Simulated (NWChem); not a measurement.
# GaH2Cl; SMILES [Cl][GaH2]

Program: NWChem. Structure relaxed at the B3LYP/6-31G* (spherical d) level. Level: PBE0/aug-cc-pVDZ; the question gives the wavelength of the field.

### Question
Estimate the computed values for field 589 nm. Quantities: isotropic polarisability (bohr³); anisotropy (bohr³).

### Answer
```yaml
isotropic polarisability (bohr³): 45.8
anisotropy (bohr³): 18.8
```
